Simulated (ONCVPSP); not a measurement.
**Cutoff test, Se (Z = 34), ONCV**

| Property | Result |
| --- | --- |
| Element | selenium |
| Generator | ONCVPSP 4.0.1 |
| Type | optimised norm-conserving Vanderbilt (ONCV) |
| Functional | PBEsol |
| Relativity | scalar-relativistic |
| Frozen core | [Ar] 3d10 |
| Valence charge | 6 |
| Reference configuration | 4s1.5 4p4.5 |
| Partial waves | 4s: rc 1.55 bohr, ncon 4, nbas 7, qcut 3.4 1/bohr, 3 projectors, debl 3.3 Ha; 4p: rc 1.95 bohr, ncon 4, nbas 8, qcut 5 1/bohr, 1 projector |
| Local potential | polynomial inside 1.20 bohr (lpopt 5, dvloc0 0 Ha) |
| Core correction | none |

**Question.** For each optimised wave give the share of its norm inside rc, the residual kinetic energy above qcut (Ha) and the cutoffs (Ha) for errors of 10, 1, 0.1 and 0.01 mHa per electron.

**Answer.**

```tsv
wave	norm inside rc	residual KE	10 mHa	1 mHa	0.1 mHa	0.01 mHa
4s	0.401	2.8e-02	9.4	40.9	50.5	63.1
s projector 2	0.092	1.3e-01	11.9	36.7	49.7	75.4
s projector 3	0.071	3.3e-01	27.0	83.3	97.7	109.3
4p	0.421	7.5e-05	2.9	8.5	12.1	45.3
```

The occupied waves need 41 Ha and 51 Ha for 1 and 0.1 mHa.
